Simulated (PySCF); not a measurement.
Input file for PySCF: U-HF/STO-3G on Cl2-, 2S+1 = 2, a spin state set in the input, which need not be the lowest, a point of a bond scan (R = 2.520 Å). Charge -1.

```python
from pyscf import gto, scf, dft, mp
from pyscf.data.elements import chemcore

mol = gto.M(
    atom='''
    Cl    0.00000000    0.00000000    0.00000000
    Cl    0.00000000    0.00000000    2.52016100
    ''',
    basis='sto-3g',
    charge=-1, spin=1, verbose=3, max_memory=1800)
mf = scf.UHF(mol)
mf.conv_tol = 1e-8
mf.max_cycle = 100
mf.kernel()
if not mf.converged:
    mf = mf.newton().run(mf.mo_coeff, mf.mo_occ)
for _ in range(4):
    mo, _, stable, _ = mf.stability(return_status=True)
    if stable:
        break
    mf.kernel(mf.make_rdm1(mo, mf.mo_occ))
```

It printed:

```
converged SCF energy = -909.081460253837  <S^2> = 0.75  2S+1 = 2
<class 'pyscf.scf.uhf.UHF'> wavefunction is stable in the internal stability analysis
```

The calculation finished and met its thresholds.

Cost: about 0.29 core-seconds (a rough figure).
